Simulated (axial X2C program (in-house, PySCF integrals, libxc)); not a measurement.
# TiO⁺: properties at the nuclei

Calculated with an in-house all-electron X2C program for linear molecules (integrals from PySCF): two-component X2C with atomic mean-field Coulomb and Gaunt terms, Gaussian nuclei, basis Ti dyall-cv3z, O dyall-av3z with contracted cores.

R = 1.558 Å (near the PBE0 minimum at charge 1 of the determinant lowest at the starting distance; the state shown can have its own minimum elsewhere).

Input and command:
```json
{"zs": [22, 8], "q": 1, "bas": ["dyall-cv3z", "dyall-av3z"], "r0": 1.74, "levels": ["PBE0", "HF", "B3LYP", "TPSSh", "BHandHLYP"], "nst": 3}
```
```bash
python soeom.py task.json out
```

Keys: zs atomic numbers; q charge; bas basis sets; r0 starting distance in Å; levels methods; nst determinants followed.

Determinant lowest in the PBE0 search, Ω = 3/2 (⟨Sz⟩ = -0.50, ⟨Lz⟩ = 2.00 at PBE0), spin on the atoms Ti -0.57, O 0.07:

```
    level  Eeff magnitude (GV/cm)  Ws magnitude Ti (kHz)  A∥/gI Ti (MHz)  qzz Ti (a.u.)  A∥/gI O (MHz)  qzz O (a.u.)
     PBE0                  0.0795                 0.0202             390          -0.52           4.74         -0.25
       HF                   0.286                 0.0721             494           0.03           35.1          0.02
    B3LYP                  0.0679                 0.0173             374          -0.60           4.89         -0.26
    TPSSh                  0.0721                 0.0184             403          -0.62           5.65         -0.28
BHandHLYP                   0.102                 0.0258             394          -0.35           6.18         -0.20
```

Determinant 0.03 eV from it at PBE0 and this distance, Ω = 5/2 (⟨Sz⟩ = 0.50, ⟨Lz⟩ = 2.00 at PBE0), spin on the atoms Ti 0.57, O -0.07:

```tsv
level	Eeff magnitude (GV/cm)	Ws magnitude Ti (kHz)	A∥/gI Ti (MHz)	qzz Ti (a.u.)	A∥/gI O (MHz)	qzz O (a.u.)
PBE0	0.0788	0.012	56.5	-0.53	-1.4	-0.25
HF	0.284	0.0429	-10.2	0.02	-34.5	0.02
B3LYP	0.0672	0.0103	66.9	-0.61	-0.713	-0.26
TPSSh	0.0717	0.011	50.2	-0.63	0.41	-0.28
BHandHLYP	0.101	0.0153	55.3	-0.35	-6.69	-0.20
```

Eeff is the effective electric field on the electron electric dipole moment in this Ω state and Ws the scalar–pseudoscalar constant of the nucleus named (defined with the proton number Z and per Ω); A∥ (defined per Ω) follows by multiplying with gI = μI/(I μN); qzz is the electric field gradient, eQq0 = 234.96 MHz × Q/barn × qzz. The operators were transformed with the bare-nucleus X2C matrices; with these basis sets, hyperfine constants and field gradients can be off by tens of per cent, and where levels differ in sign neither size nor sign is settled.

(1) With gI(47Ti) = -0.3154 (g factors from the IAEA table of nuclear moments by Stone), turn the PBE0 values of the first state into constants in MHz.

Each state is one determinant with collinear spin. Unrestricted Hartree–Fock can overshoot spin polarisation at the nuclei. Where Eeff spreads by more than a factor of two the levels disagree and none is to be relied on. The search compared states at one distance, so a state with another bond length can lie lower. Further determinants of the search, some of them spin-mixed, are not shown. Where a field gradient or hyperfine factor spreads by more than a factor of two over the levels, a constant derived from it is not to be relied on. PBE0 term energies can be off by some tenths of an eV.

## Answers

(1) A∥(47Ti) = 390 × -0.3154 = -123 MHz.
